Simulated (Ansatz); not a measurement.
Compare A (`NBC[SiH2]Cl`) with its isomer B (`CB(N)[SiH2]Cl`).

Isolated molecules relaxed with PBE0-D4/def2-TZVP in Ansatz; ΔE leaves out vibrations. CCSD(T)/CBS adds triple-zeta CCSD(T) − MP2 to the extrapolated MP2 energy (def2 sets, frozen cores). Functionals use def2-TZVPP. B3LYP here is the variant with VWN-RPA as its local correlation; programs differ in this. Each species was taken in one conformer, which may not be the lowest.

A:

```xyz
12

N    -1.8145    0.7457   -0.4708
B    -0.4488    0.9987   -0.5107
C     0.5969   -0.1554   -0.7040
Si    1.1946   -0.8283    0.9233
Cl   -0.3682   -1.7752    1.8900
H    -2.4974    1.4647   -0.3088
H    -2.2099   -0.1769   -0.5478
H    -0.0881    2.1330   -0.3561
H     0.2001   -1.0072   -1.2676
H     1.4932    0.2054   -1.2217
H     1.6823    0.2416    1.8273
H     2.2598   -1.8462    0.7468
```

B:

```xyz
12

C    -1.1003   -1.1813   -0.0418
B     0.1538   -0.2533   -0.2068
N     1.1787   -0.5717   -1.0914
Si    0.3319    1.4598    0.8574
Cl   -1.3488    2.6367    0.5370
H    -1.1858   -1.5381    0.9906
H    -2.0202   -0.6194   -0.2347
H    -1.0915   -2.0554   -0.7004
H     1.9921    0.0012   -1.2404
H     1.1669   -1.4043   -1.6608
H     0.4133    1.2405    2.3276
H     1.5099    2.2853    0.4638
```

Q: Which is lower in electronic energy at CCSD(T)/CBS, and by how much? (Estimate.)

A: Ansatz gave: A, by 31.3 kJ/mol.

Q: Give E(B) − E(A) in kJ/mol with MP2/def2-TZVPP, B2PLYP, B3LYP, B3LYP-D4, PBE0-D4, CCSD(T)/def2-TZVPP, PBE-D4. (Best estimate.)

A: Ansatz gave: MP2/def2-TZVPP 37.3, B2PLYP 30.5, B3LYP 26.2, B3LYP-D4 27.9, PBE0-D4 25.5, CCSD(T)/def2-TZVPP 31.1, PBE-D4 21.4. None reverses the order clearly.

Largest T1 diagnostic: 0.011.

From PBE to PBE0 (25 % exact exchange), in def2-TZVPP and without D4, E(B) − E(A) moves by +4.3 kJ/mol.
